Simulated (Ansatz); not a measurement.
# Molecular dynamics of Si$_{16}$O

input.yaml

```yaml
accuracy: low
crystal:
  lattice:
    - [0.0, 5.43, 5.43]
    - [5.43, 0.0, 5.43]
    - [5.43, 5.43, 0.0]
  atoms:
    - { symbol: Si, position: [0.00342082, -0.00804587, 0.00376429] }
    - { symbol: Si, position: [0.14416936, 0.08044117, 0.14517562] }
    - { symbol: Si, position: [-0.03051274, 0.01858821, 0.51764307] }
    - { symbol: Si, position: [0.11408654, 0.13136037, 0.63052716] }
    - { symbol: Si, position: [-0.00941248, 0.49258626, -0.00871632] }
    - { symbol: Si, position: [0.11629429, 0.61575926, 0.11550229] }
    - { symbol: Si, position: [0.00300062, 0.50449797, 0.49176839] }
    - { symbol: Si, position: [0.14347565, 0.64595296, 0.58031831] }
    - { symbol: Si, position: [0.51674547, 0.01792868, -0.02973769] }
    - { symbol: Si, position: [0.62997231, 0.13069096, 0.11456656] }
    - { symbol: Si, position: [0.48810028, -0.01041619, 0.48869009] }
    - { symbol: Si, position: [0.61247021, 0.11391612, 0.6132205] }
    - { symbol: Si, position: [0.4925913, 0.50395445, 0.00280252] }
    - { symbol: Si, position: [0.58089806, 0.64510983, 0.14363173] }
    - { symbol: Si, position: [0.51630487, 0.47119065, 0.5165384] }
    - { symbol: Si, position: [0.62950881, 0.6153933, 0.62939798] }
    - { symbol: O, position: [0.29511695, 0.79674007, 0.29563679] }
magnetization:
  spin_polarized: true
basis:
  ecutwfc: 420.0
kpoints:
  mp_grid: { grid: [2, 2, 2] }
hamiltonian:
  xc: pbe
  pseudopotentials: { kind: paw, azcp: { folder: soft_1 } }
scf:
  occupations: { method: fermi_dirac, width: 0.02 }
  lower_state_search: "off"
md:
  timestep: 1
  n_steps: 120
  ensemble: nvt_langevin
  temperature: 1200.0
  initial_velocities: maxwell_boltzmann
  seed: 816544
  friction: 0.05
```

Run as:

```bash
$ ansatz run input.yaml --threads 1 --pin off --max-ram 3072MiB --backend cpu --events-out ev --progress --plain --runs-dir out
```

It starts from a relaxed structure.

Output, in part (step lines):

```
md step     0: t =     0.00 fs  T =  1129.4 K  F+E_penalty+E_count = -10736.64874135 eV  E_kin = 2.481792 eV  (13 SCF iters)
md step     1: t =     1.00 fs  T =  1078.0 K  F+E_penalty+E_count = -10736.63559370 eV  E_kin = 2.368843 eV  (7 SCF iters)
md step     2: t =     2.00 fs  T =   876.3 K  F+E_penalty+E_count = -10736.59946610 eV  E_kin = 1.925498 eV  (7 SCF iters)
md step     3: t =     3.00 fs  T =  1089.8 K  F+E_penalty+E_count = -10736.54118825 eV  E_kin = 2.394819 eV  (7 SCF iters)
md step     4: t =     4.00 fs  T =   953.1 K  F+E_penalty+E_count = -10736.45993719 eV  E_kin = 2.094445 eV  (7 SCF iters)
md step     5: t =     5.00 fs  T =   726.8 K  F+E_penalty+E_count = -10736.37122369 eV  E_kin = 1.597088 eV  (7 SCF iters)
md step     6: t =     6.00 fs  T =   699.2 K  F+E_penalty+E_count = -10736.28872532 eV  E_kin = 1.536376 eV  (7 SCF iters)
md step     7: t =     7.00 fs  T =   765.2 K  F+E_penalty+E_count = -10736.20504789 eV  E_kin = 1.681368 eV  (7 SCF iters)
[... lines left out ...]
md step   119: t =   119.00 fs  T =  1467.1 K  F+E_penalty+E_count = -10733.97189161 eV  E_kin = 3.223797 eV  (6 SCF iters)
md step   120: t =   120.00 fs  T =  1405.3 K  F+E_penalty+E_count = -10733.99499770 eV  E_kin = 3.088040 eV  (6 SCF iters)
```

The steps, from the saved trajectory:

```json
{"time (fs)": "0", "T (K)": "1129", "potential energy less start (eV)": "0.000"}
{"time (fs)": "4", "T (K)": "953", "potential energy less start (eV)": "0.189"}
{"time (fs)": "8", "T (K)": "648", "potential energy less start (eV)": "0.532"}
{"time (fs)": "12", "T (K)": "720", "potential energy less start (eV)": "0.799"}
{"time (fs)": "16", "T (K)": "932", "potential energy less start (eV)": "1.013"}
{"time (fs)": "20", "T (K)": "1021", "potential energy less start (eV)": "1.212"}
{"time (fs)": "24", "T (K)": "1133", "potential energy less start (eV)": "1.469"}
{"time (fs)": "28", "T (K)": "853", "potential energy less start (eV)": "1.587"}
{"time (fs)": "32", "T (K)": "780", "potential energy less start (eV)": "1.621"}
{"time (fs)": "36", "T (K)": "1139", "potential energy less start (eV)": "1.625"}
{"time (fs)": "40", "T (K)": "1085", "potential energy less start (eV)": "1.805"}
{"time (fs)": "44", "T (K)": "877", "potential energy less start (eV)": "2.074"}
{"time (fs)": "48", "T (K)": "1262", "potential energy less start (eV)": "2.285"}
{"time (fs)": "52", "T (K)": "1377", "potential energy less start (eV)": "2.480"}
{"time (fs)": "56", "T (K)": "1475", "potential energy less start (eV)": "2.534"}
{"time (fs)": "60", "T (K)": "1310", "potential energy less start (eV)": "2.378"}
{"time (fs)": "64", "T (K)": "1457", "potential energy less start (eV)": "2.251"}
{"time (fs)": "68", "T (K)": "1518", "potential energy less start (eV)": "2.288"}
{"time (fs)": "72", "T (K)": "1624", "potential energy less start (eV)": "2.523"}
{"time (fs)": "76", "T (K)": "1185", "potential energy less start (eV)": "2.808"}
{"time (fs)": "80", "T (K)": "1364", "potential energy less start (eV)": "2.967"}
{"time (fs)": "84", "T (K)": "1058", "potential energy less start (eV)": "3.034"}
{"time (fs)": "88", "T (K)": "1104", "potential energy less start (eV)": "3.001"}
{"time (fs)": "92", "T (K)": "1262", "potential energy less start (eV)": "2.812"}
{"time (fs)": "96", "T (K)": "1589", "potential energy less start (eV)": "2.740"}
{"time (fs)": "100", "T (K)": "1246", "potential energy less start (eV)": "2.657"}
{"time (fs)": "104", "T (K)": "1518", "potential energy less start (eV)": "2.566"}
{"time (fs)": "108", "T (K)": "1564", "potential energy less start (eV)": "2.560"}
{"time (fs)": "112", "T (K)": "1518", "potential energy less start (eV)": "2.566"}
{"time (fs)": "116", "T (K)": "1541", "potential energy less start (eV)": "2.661"}
{"time (fs)": "120", "T (K)": "1405", "potential energy less start (eV)": "2.654"}
```

All steps were run. The mean temperature of the second half is 16 % above the set value. A run of 0.12 ps of so small a system gives no equilibrium averages. Limits of this set-up: coarse k mesh, a small cell, in which the defect meets its images, low accuracy level.

Mean squared displacements from the first frame to the last, about the centre of mass: Si 0.20 Å², O 1.01 Å².

Last frame:

```xyz
17
Lattice="0.0000 5.4300 5.4300 5.4300 0.0000 5.4300 5.4300 5.4300 0.0000" Properties=species:S:1:pos:R:3
Si -0.070 0.069 0.178
Si 1.380 1.308 1.772
Si 2.475 2.153 -0.189
Si 4.315 3.433 0.671
Si 2.327 -0.364 2.902
Si 3.906 0.998 3.931
Si 5.325 2.243 2.474
Si 6.429 3.918 4.124
Si -0.186 2.784 2.840
Si 1.345 4.091 4.142
Si 2.699 4.658 2.018
Si 3.708 6.438 3.659
Si 2.903 2.785 5.241
Si 4.057 4.239 6.878
Si 5.258 5.638 5.418
Si 6.899 6.526 6.877
O 6.797 3.279 5.486
```

The run took 13 min on 1 thread of Arm Neoverse V2 (shared host), peak memory 0.62 GiB.
